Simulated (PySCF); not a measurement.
**Assigning NMR signals**

Structure with atom numbers: `[CH3:1][NH:2][SiH:3]1[CH2:4][CH2:5][CH2:6]1` (H(Xn): hydrogen on atom n). Ha(C4), Ha(C5), Ha(C6) are cis to N2 on the ring; Hb(C4), Hb(C5), Hb(C6) are trans to N2 on the ring.

Theoretical values (PySCF): σ from GIAO-PBE0/pcSseg-1, geometry from GFN2-xTB. One averaged value for each set of equivalent atoms, relativity neglected, one conformer, no solvent model.

References, each an isolated molecule treated in the same way: $^{13}$C, $^{1}$H against TMS.

(1) Assign these signals to the numbered atoms. $^{13}$C{$^{1}$H} NMR (computed): δ 30.3 (CH3), 17.9 (CH2), 16.0 (CH2).

(2) Assign these signals to the numbered atoms. $^{1}$H NMR (600 MHz, computed): δ 5.60 (m, 1H), 2.73 (s, 3H), 2.20 (m, 1H), 2.12 (m, 1H), 1.43 (m, 2H), 1.28 (m, 2H), 0.06 (br s, 1H).

## Answers

(1) 
```tsv
δ (ppm)	atoms	environment	reason
30.3	C1	methyl carbon bonded to N	pulled downfield by the heteroatom
17.9	C5	sp3 CH2 in a ring	a saturated carbon with 2 carbon neighbours and no heteroatom attached
16.0	C4/C6	sp3 CH2 bonded to Si	–
```

C5 and C4/C6 lie closer than the usual error of such a calculation, so a measured spectrum could show them in the other order.

(2) 
| δ (ppm) | atoms | environment | reason |
| --- | --- | --- | --- |
| 5.60 | H(Si3) | hydrogen on a silicon bonded to 2 C, N, in a 4-membered ring | – |
| 2.73 | H(C1) | hydrogen on a methyl carbon bonded to N | its carbon carries N, an electronegative neighbour |
| 2.20 | Ha(C5) | hydrogen on an sp3 CH2 in a ring | – |
| 2.12 | Hb(C5) | hydrogen on an sp3 CH2 in a ring | – |
| 1.43 | Ha(C4)/Ha(C6) | hydrogen on an sp3 CH2 bonded to Si | – |
| 1.28 | Hb(C4)/Hb(C6) | hydrogen on an sp3 CH2 bonded to Si | – |
| 0.06 | H(N2) | hydrogen on a nitrogen bonded to C, Si | exchangeable, gas-phase position |

Ha(C5) and Hb(C5) lie closer than the usual error of such a calculation, so a measured spectrum could show them in the other order.

Exchangeable OH/NH protons stand at their gas-phase positions; hydrogen bonding in a real sample shifts them, mostly to higher δ. Shifts are as computed. Against solution values, carbons near 30 ppm lie about +3 ppm off and those near 130 ppm about +5 ppm (rms about the fit 2.1 ppm; single classes can miss by 10 ppm). Of 1328 compounds with measured shifts, 309 miss one by over three times the rms of a fit or turn the order of signals round; such compounds aren't used in these exercises. Signals without a measured value on file couldn't be tested in this way; 1H shifts scatter by 0.2 ppm about their fit, and single ones miss by 0.5 ppm. No couplings were computed; multiplicities are counted from neighbouring protons, with m where these are inequivalent, close in shift, in a saturated or five-membered ring or joined by F or P, and br s for small geminal =CH2 splittings.
